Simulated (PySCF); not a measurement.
A calculated (PBE0, PySCF 2.14, aug-cc-pwCVTZ-DK, the spin-free X2C one-electron Hamiltonian (Gaussian nucleus)) atom or ion has these occupied shells.

```
shell  electrons  orbital energy (eV)  rms radius, mean of both spins (bohr)
   1s          2              -8245.2                                 0.0624
   2s          2              -989.01                                  0.266
   2p          6              -848.71                                  0.238
   3s          2              -108.35                                  0.802
   3p          6              -67.375                                  0.859
   3d         10               -3.270                                   1.51
```

**Question.** Name the element and its charge.

**Answer.** Ni (nickel, neutral), in [Ar] 3d10, closed-shell 1S (an excited configuration).
